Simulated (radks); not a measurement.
Question: The mean radii <r> (bohr) of the occupied orbitals of an atom or ion are listed with their occupations. Method: non-relativistic Kohn-Sham, PBE, spin-unpolarised, spherical densities, point nucleus; computed with a radial shooting solver on a logarithmic mesh with Libxc functionals.

| orbital | occ. | <r> |
|---|---|---|
| 1s | 2 | 0.02618 |
| 2s | 2 | 0.1121 |
| 2p | 6 | 0.09528 |
| 3s | 2 | 0.2934 |
| 3p | 6 | 0.2833 |
| 3d | 10 | 0.2542 |
| 4s | 2 | 0.6678 |
| 4p | 6 | 0.6879 |
| 4d | 10 | 0.7411 |
| 5s | 2 | 1.597 |
| 5p | 6 | 1.798 |
| 4f | 1 | 1.037 |
| 5d | 2 | 2.771 |

Name the element and its charge.

Answer: Z = 58, cerium, charge +1: Ce+ in [Xe] 4f1 5d2. The 1s radius gives Z: for a bare nucleus <r> = 1.5/Z, 0.02586 bohr for Z = 58, and screening makes it slightly larger (0.02618 here). The occupations add up to 57, and the charge is Z minus that.
